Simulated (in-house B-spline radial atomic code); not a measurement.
The arsenic ion As⁴⁺: [Ar] (3d3/2)3 (3d5/2)6 4s1 (8g7/2)1 (an excited or competing configuration)

Level of theory: Dirac-Hartree-Fock, average of the jj configuration, Fermi nucleus of rms radius 4.0968 fm; calculated with an all-electron radial atomic-structure program (B-spline basis).

Screening seen three ways: the hydrogenic charge with the same mean radius, Z_r = [3n² - l(l+1)]/(2<r>), the one with the same energy, Z_e = n√(-2ε), and Slater's rules. Values are occupation-weighted means over j.

```tsv
shell	electrons	ε (eV)	<r> (bohr)	Z_r	Z_e	Slater
1s	2	-12033	0.04548	32.98	29.74	32.70
2s	2	-1654	0.2017	29.74	22.05	28.85
2p	6	-1455.5	0.177	28.25	20.69	28.85
3s	2	-302.08	0.5902	22.87	14.14	21.75
3p	6	-237.69	0.6066	20.61	12.54	21.75
3d	9	-133.34	0.6355	16.52	9.39	12.20
4s	1	-76.891	1.602	14.98	9.51	8.55
8g	1	-5.322	17.17	5.01	5.00	-
```

The least bound orbital is 8g7/2 at -5.322 eV, and it is also the most diffuse (<r> = 17.17 bohr).

For the 1s electron the small component carries 1.43 % of the norm, the zero-frequency Breit interaction raises the level by 17.86 eV, self-energy by 9.312 eV, and vacuum polarisation lowers it by 0.9154 eV.
